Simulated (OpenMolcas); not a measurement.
**How basis sets differ on SnHCl3O (SMILES [OH][Sn]([Cl])([Cl])[Cl])**

SnHCl3O: 6 atoms, total charge 0, spin state singlet. As SMILES, `[OH][Sn]([Cl])([Cl])[Cl]`. The shape is that of a PBE0-D4/def2-TZVP optimisation.

Each level gives the HOMO–LUMO gap (eV). The values are calculated.

```csv
level,kind,program,value (eV),CPU time
HF/ANO-RCC-MB (DKH2),Hartree–Fock,OpenMolcas,12.88,11 s
HF/STO-3G,Hartree–Fock,OpenMolcas,15.83,3.8 s
HF/3-21G,Hartree–Fock,OpenMolcas,13.94,5.5 s
HF/def2-SVP (core potential),Hartree–Fock,OpenMolcas,14.21,10 s
"HF/ANO-RCC-VDZP (DKH2, RICD fitting)",Hartree–Fock,OpenMolcas,13.77,22 s
```

All-electron rows without a relativistic Hamiltonian named are non-relativistic, while core potentials hold scalar relativity, so basis and relativity change together. The values span 12.88 to 15.83 eV. A Hartree–Fock LUMO above zero doesn't converge with the basis: it sinks as sets grow more diffuse. Orbital gaps aren't excitation energies. CPU times are rough (shared hosts, several kinds of processor and program).
